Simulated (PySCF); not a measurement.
Si(F)3(SeH) (F3HSeSi), SMILES F[Si](F)(F)[SeH].

Geometry optimised at B3LYP-D3(BJ)/def2-SVP. This is a generated structure with no PubChem entry under its InChIKey; it may be hypothetical. The values are those of a single conformer.

Two levels are set side by side: PBE/def2-TZVP (PySCF) and ωB97X/def2-TZVP (PySCF). Same geometry, gas phase. Differences are taken from unrounded values.

```csv
quantity,ωB97X,PBE,PBE minus ωB97X
orbital gap (eV),11.95,5.34,-6.61
highest occupied level (eV),-10.38,-6.84,3.54
lowest empty level (eV),1.57,-1.50,-3.07
dipole moment (D),1.81,1.72,-0.09
mean polarisability (bohr³),45.6,47.9,2.3
```

PBE's occupied levels lie high since its potential decays too fast outside the molecule; exact exchange lowers them and widens the gap. Loosely held outer electrons make PBE densities more polarisable. Differences between two approximate levels are no errors against the true value.

Rough cost on one machine, each run with all the roots and properties that it gave: ωB97X against PBE within a factor of 2.
